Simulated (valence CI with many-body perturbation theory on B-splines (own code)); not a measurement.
Values are calculated unless marked as measured or tabulated.
Nb XXVIII: magnetic and hyperfine properties of the levels

Level of theory: configuration interaction combined with many-body perturbation theory (CI+MBPT): four valence electrons over a frozen Dirac-Fock core [Ne], a basis of 11 s, 11 p, 9 d, 7 f, 5 g, 2 h, 1 i functions for each j, with the one-electron correlation potential Σ1, the two-electron term Σ2, the three-electron term Σ3, Breit, model QED; selected CI, second order for the rest (own B-spline code, finite nucleus).

The last digits are not significant, and no measured levels were compared; by estimate large intervals hold to a few tenths of a per cent, small ones and those within an open d or f shell to about a per cent.

A/g_I is the dipole constant over the nuclear g factor μ/I (μ in nuclear magnetons, uniformly magnetised nucleus), B/Q the quadrupole constant per barn. Both hold the static response of the core; the bare values leave it out. Large factors of s and p1/2 electrons are usually good to 5 to 10 %; those of open d and f shells near neutrality can be off by tens of per cent, and small factors of p3/2, d and f electrons come from cancelling terms and can be off by a factor of two or in sign, in half-filled shells by more. B is blank for J = 1/2, where it vanishes, and for nearly pure S terms. Energies count from the lowest level. Levels with J = 0 are left out.

Names give the largest LS component (configuration and term), which can be under half, so a name can repeat, a term be missing and a line seem to break the LS rules; names also repeat where a configuration has a term twice. Letters in brackets count levels of one name in rising energy.

```
              Level  E (cm⁻¹)      g  A/g_I (MHz)  A/g_I bare  B/Q (MHz/b)  B/Q bare
       3s2 3p2 3P_1    141850  1.498        -3980       -2940        24400     23800
       3s2 3p2 1D_2    175680  1.246        55200       54000        23400     22800
       3s2 3p2 3P_2    343510  1.249        29400       29100        25300     24600
       3s 3p3 5S°_2    655370  1.837       128000      126000        16200     15900
       3s 3p3 3D°_1    774040  0.794       -63500      -60700        38800     37900
       3s 3p3 3D°_2    813070  1.359        88700       86400        45100     44000
       3s 3p3 3D°_3    861070  1.328       112000      109000        -6590     -6350
    3s2 3p 3d 1D°_2    925740  1.020        29500       29300       -26900    -25900
       3s 3p3 3P°_1    953540  1.301       118000      114000       -41400    -40400
    3s2 3p 3d 3F°_2   1008800  0.924        45200       44200         6730      6920
       3s 3p3 3S°_1   1054200  1.529        17100       18200         3190      3150
    3s2 3p 3d 3F°_3   1063700  1.097        30300       30000        25900     25900
       3s 3p3 3P°_2   1072400  1.205        74600       72600       -29700    -28700
    3s2 3p 3d 3D°_1   1124100  0.849       -23300      -21600        10100     10100
3s2 3p 3d 3P°_2 [a]   1128900  1.299        19500       19700        16200     16200
    3s2 3p 3d 3F°_4   1188200  1.247        13300       13700        59400     58700
       3s 3p3 1P°_1   1219300  1.235       -15400      -13600        -7410     -7290
    3s2 3p 3d 3D°_2   1247700  1.058        10100       10600        -9470     -9130
    3s2 3p 3d 3D°_3   1259000  1.252        25300       25400         2470      2730
    3s2 3p 3d 3P°_1   1286200  1.301       -22800      -20600       -20100    -19700
3s2 3p 3d 3P°_2 [b]   1306300  1.277        46400       45700       -34200    -33300
    3s2 3p 3d 1F°_3   1355600  1.061        17500       17500        38900     38700
    3s2 3p 3d 1P°_1   1403100  0.970        -5530       -4730         6470      6550
       3p4 3P_2 [a]   1481100  1.310        67500       66400         2360      2590
     3s 3p2 3d 5F_1   1482500  0.214       -85700      -82600         2030      2260
     3s 3p2 3d 5F_2   1515300  1.168        15600       16100         6010      6100
 3s 3p2 3d 5F_3 [a]   1544700  1.350        60200       59200        20700     20900
     3s 3p2 3d 5D_1   1598500  1.335        70300       69100       -21400    -21000
     3s 3p2 3d 5D_2   1609400  1.160        49700       48900       -27400    -26700
 3s 3p2 3d 5F_3 [b]   1619000  1.286        74700       73200       -22600    -21900
     3s 3p2 3d 5F_4   1621400  1.362        55900       55000        29300     29300
 3s 3p2 3d 3F_2 [a]   1648400  0.908        10400       10600       -16400    -15700
       3p4 3P_1 [a]   1652000  1.480        -2330        -510       -17500    -17200
     3s 3p2 3d 5D_4   1653300  1.359        77900       76300        18100     17800
```

Q: Take the isotope of mass number 93, with I = 9/2, μ = 6.163 μN and Q = -0.32 b. What is the hyperfine structure of 3s2 3p2 3P_2?

A: From the table A = 40300 MHz, B = -8090 MHz. Shifts from the centre of gravity in MHz: F = 5/2: -447000, F = 7/2: -302000, F = 9/2: -119000, F = 11/2: 103000, F = 13/2: 361000.
